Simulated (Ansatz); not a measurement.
`B[SiH2]CC` → `BC(C)[SiH3]`  (isomerisation)

Calculated with Ansatz (gas phase, PBE0-D4/def2-TZVP geometries, no zero-point term in ΔE). CCSD(T)/CBS is the MP2 limit (def2-TZVPP, def2-QZVPP) plus CCSD(T) − MP2 in def2-TZVPP, frozen cores. DFT in def2-TZVPP. HSE06 is defined as in plane-wave codes. Each species was taken in one conformer, which may not be the lowest.

```csv
level,ΔE (kcal/mol)
LDA (SPW92),-12.5
revPBE-D4,-10.4
r2SCAN-D4,-10.8
HSE06-D4,-10.1
LC-ωPBE,-9.6
MP2/def2-SVP,-12.3
SCS-MP2/def2-TZVPP,-11.1
MP2/def2-QZVPP,-12.3
```

(1) What does CCSD(T)/CBS give? (Estimate.)

(2) What do rigid-rotor, harmonic-oscillator terms from PBE0-D4/def2-TZVP frequencies (298.15 K, 1 bar) make of the CCSD(T)/CBS value? (An estimate is asked.)

Largest T1 diagnostic among the species: 0.011.

Results:

(1) The calculation gave: -10.4 kcal/mol. The listed levels differ from it by -2.1, 0.0, -0.4, 0.3, 0.8, -1.9, -0.7, -1.9 kcal/mol.

(2) The calculation gave: ΔZPE = -0.7 kcal/mol, ΔH = -11.4 kcal/mol, ΔS = -11 J/(mol·K), ΔG = -10.6 kcal/mol. Modes under 50 cm⁻¹ make the entropy rough.

The D4 term adds −1.0 kcal/mol with B3LYP and −0.5 kcal/mol with PBE0; it sums over pairs of atoms, weighted by their polarisabilities, and B3LYP, whose exchange is more repulsive, gets the larger term. Leaving LDA and LC-ωPBE aside and taking each functional with its dispersion term where it has one, the values, not all of them listed here, spread over 1.7 kcal/mol, from ωB97M-V to B97M-V. LDA lies −2.8 kcal/mol from PBE without D4.

CCSD(T)/CBS has its own doubt, a few kJ/mol and more with outer-core shells, so smaller differences from it don't rank the levels.

B3LYP here is the variant with VWN-RPA as its local correlation; programs differ in this.
